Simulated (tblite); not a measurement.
Isomers of C5H9ClOSi. Calculated harmonic vibrations of the isolated species, GFN2-xTB (tblite), most abundant isotopes, no scaling. This tight-binding method is rough: wavenumbers can miss measured ones by several per cent, in bad cases by 10 to 20. Modes of hydrogen on silicon can be 10 to 20 % off. One conformer each.

Electronic energies: GFN2-xTB at the same geometries; isomer energies are rough at this level and their order can be wrong.

| SMILES | electronic energy, lowest = 0 (kJ/mol) |
| --- | --- |
| CO[C@H]1C=C1[SiH2]CCl | 198.4 |
| C[SiH2]/C=C(/Cl)C(C)=O | 0.0 |
| OC[C@@H]1C=C1[SiH2]CCl | 198.9 |

Question: How do GFN2-xTB zero-point energies change the relative energies?

Answer: 
```csv
SMILES,ZPE (kJ/mol),of it from modes above 1550 cm⁻¹,electronic (kJ/mol),"with ZPE, lowest = 0 (kJ/mol)",lowest mode (cm⁻¹),rings
C[SiH2]/C=C(/Cl)C(C)=O,320.7,173.7,0.0,0.0,59,0
CO[C@H]1C=C1[SiH2]CCl,318.2,163.0,198.4,195.9,15,1
OC[C@@H]1C=C1[SiH2]CCl,319.8,166.6,198.9,198.0,8,1
```

The zero-point energies span 2.5 kJ/mol, from `CO[C@H]1C=C1[SiH2]CCl` to `C[SiH2]/C=C(/Cl)C(C)=O`. The order is unchanged.
